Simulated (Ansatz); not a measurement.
Reaction (SMILES): FB=O → F atom + [B]=O (B-O)
B3LYP-D3(BJ)/def2-TZVP geometries, fixed; electronic energies without zero-point terms.

Effect of the final integration grid (spheres per factor e of radius in core and valence, angular degree) at PBE0/def2-TZVPP with Ansatz (an electronic-structure program), against the last row, where the bond dissociation energy is 160.31 kcal/mol. Open shells are unrestricted. The default's grid is 13, 11, 36.

```
setting                     largest shift of a total energy (mEh)  shift of the bond dissociation energy (kcal/mol)
--------------------------  -------------------------------------  ------------------------------------------------
accuracy: medium (default)                                  0.000                                             0.000
final_grid: 4, 3, 11                                       -0.543                                            -0.027
final_grid: 6, 5, 17                                        0.022                                            -0.007
final_grid: 8, 7, 23                                       -0.003                                            -0.002
final_grid: 10, 9, 29                                      -0.002                                             0.000
final_grid: 18, 15, 47                                      0.000                                             0.000
final_grid: 26, 22, 59                                      0.000                                             0.000
```

Within 0.02 kcal/mol in the bond dissociation energy: accuracy: medium (default); final_grid: 6, 5, 17; final_grid: 8, 7, 23; final_grid: 10, 9, 29; final_grid: 18, 15, 47. The largest shift is 0.543 mEh in a total energy and 0.027 kcal/mol in the difference.
